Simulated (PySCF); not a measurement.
Mg(I)(SMe) (CH₃IMgS), SMILES C[S][Mg][I].

Geometry optimised at PBE0-D3(BJ)/def2-SVP. The def2 effective core potentials stand for the cores of I; spin–orbit coupling is left out. Other conformers were not sampled.

Two levels are set side by side: PBE/def2-TZVP (PySCF) and r2SCAN/def2-TZVP (PySCF). Same geometry, gas phase. Differences are taken from unrounded values.

```
quantity                       PBE
---------------------------  -----
orbital gap (eV)              3.27
highest occupied level (eV)  -5.60
lowest empty level (eV)      -2.32
dipole moment (D)             1.57
mean polarisability (bohr³)   98.4
```

**Question.** These are the PBE values. What does r2SCAN give? (An estimate is asked for; the answer gives what the named calculation found.)

**Answer.** 
| quantity | r2SCAN | PBE minus r2SCAN |
|---|---|---|
| orbital gap (eV) | 3.89 | -0.62 |
| highest occupied level (eV) | -5.83 | 0.23 |
| lowest empty level (eV) | -1.94 | -0.39 |
| dipole moment (D) | 1.61 | -0.04 |
| mean polarisability (bohr³) | 94.1 | 4.3 |

Rough cost on one machine, each run with all the roots and properties that it gave: r2SCAN against PBE about 4 times.
